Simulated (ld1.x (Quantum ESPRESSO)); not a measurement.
What one change does to a pseudopotential (carbon (C), TM)

- Element: C (Z = 6)
- Generator: ld1.x (Quantum ESPRESSO) 7.5
- Type: norm-conserving Troullier–Martins (Kleinman–Bylander form)
- Functional: PBE
- Relativity: scalar-relativistic
- Frozen core: [He]
- Valence charge: 4
- Reference configuration: 2s2 2p2
- Partial waves: 2s (bound): rc 1.15 bohr; 2p (bound): rc 3.15 bohr; 3d channel at 0.5 Ry: rc 2.40 bohr
- Local potential: the d channel
- Core correction: none

Change: local potential the s channel.

Cutoffs: the cutoffs (Ry, on a coarse ladder) from which the occupation-weighted sum of valence levels, in a spherical-Bessel basis at the reference potential, stays within 10 and 1 mRy of its value at 400 Ry; they do not see the model core or the augmentation charge, which bear on the density cutoff. Errors are all-electron minus pseudo energies relative to the spin-unpolarised reference configuration.

**Question.** Predict the effect on cutoff, ghosts and configuration errors.

**Answer.** The potential gets neither clearly harder nor softer (35 Ry and 90 Ry → 35 Ry and 90 Ry); the s channel sets the loose cutoff, while the largest relative change is in p, which becomes harder; the errors of the 7 common tests hardly move; neither file shows a bound ghost.

| quantity | base | changed |
| --- | --- | --- |
| cutoff, loose | 35 Ry | 35 Ry |
| cutoff, tight | 90 Ry | 90 Ry |
| loose cutoff by channel (10 mRy a level) | s 30 Ry, p 12 Ry | p 15 Ry, s 30 Ry |
| bound ghosts | none | none |
| error for 2s2 2p1, meV [ΔE 10.86 eV] | +173 | +170 |
| error for 2s2 2p0, meV [ΔE 35.02 eV] | +1373 | +1356 |
| error for 2s1 2p0, meV [ΔE 83.21 eV] | +2588 | +2559 |
| error for 2s2 2p2.3, meV [ΔE -1.16 eV] | +3.0 | +2.8 |
| error for 2s2 2p1.5, meV [ΔE 3.96 eV] | +27 | +26 |
| error for 2s1 2p2, meV [ΔE 19.62 eV] | -164 | -167 |
| error for 2s0 2p4, meV [ΔE 16.98 eV] | -151 | -151 |
| s: phases at 3.41 bohr within 0.05 rad from the reference energy up to (Ry; the scan ends near 5) | 3.5 | 4.0 |
| p: phases at 3.41 bohr within 0.05 rad from the reference energy up to (Ry; the scan ends near 5) | 0.5 | 0.5 |
| d: phases at 3.41 bohr within 0.05 rad from the reference energy up to (Ry; the scan ends near 5) | 3.1 | 3.2 |
